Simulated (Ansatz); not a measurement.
Input file for Ansatz (a first-principles code): U-wB97X-V/cc-pV(T+d)Z on CH6BeSi (SMILES [CH3][Be][SiH3]), a point of a bond scan (R = 1.192 Å). Files ending in .json are basis or fitting sets from the Basis Set Exchange.

Ansatz 0.2 input:
```yaml
crystal:
  periodic: [false, false, false]
  atoms:
    - {symbol: Be, position_ang: [-0.09423418, 0.60885896, -0.43233624]}
    - {symbol: C, position_ang: [-0.30367175, 1.96206151, -1.39321311]}
    - {symbol: H, position_ang: [-1.09943238, 2.61396247, -1.01624744]}
    - {symbol: H, position_ang: [-0.57125009, 1.69742265, -2.42213540]}
    - {symbol: H, position_ang: [0.60550301, 2.57087395, -1.44854529]}
    - {symbol: Si, position_ang: [0.17948039, -1.15964546, 0.82343660]}
    - {symbol: H, position_ang: [0.20663025, -2.16732853, 0.18813266]}
    - {symbol: H, position_ang: [-0.91392648, -1.32087649, 1.82186631]}
    - {symbol: H, position_ang: [1.45193001, -1.11490180, 1.59626639]}
basis:
  gaussian:
    orbitals: cc-pV_T+d_Z.json
hamiltonian:
  xc: {name: wB97X-V}
magnetization: {spin_polarized: true, initial_magnetization: 0}
```

It printed:

```
WARN ansatz: RAYON_NUM_THREADS=1 ignored (pool sized by the plan → 1); use --threads N
Functional definition: wB97X-V
integrals: 0.11 GiB planned
1003 factors; their error is unknown
integrals: 0.14 GiB planned
268 factors; integrals over basis functions are off by at most 2.9e-5 eV
mean field: 1.20 GiB planned
mean field evaluation 1: about -9408.1565 eV, gradient 2.6e1 eV
mean field evaluation 2: about -9409.8242 eV, gradient 1.8e1 eV
mean field evaluation 4: about -9411.3195 eV, gradient 3.0e-1 eV
mean field evaluation 8: about -9411.3494 eV, gradient 2.4e-2 eV
mean field -9411.34941117 eV, -345.8607116186 hartree, gradient 5.3e-5 eV, S^2 0.000000; 0 other end points of the search recorded, 0 dependent functions left out
reference -9411.34940897 eV, -345.8607115380 hartree; 15, 15 occupied and 168, 168 virtual orbitals, 1003 factors
Total energy: -9411.34940897 eV, -345.8607115380 hartree
```

Self-consistency was reached.

Cost: about 12 core-seconds (a rough figure).
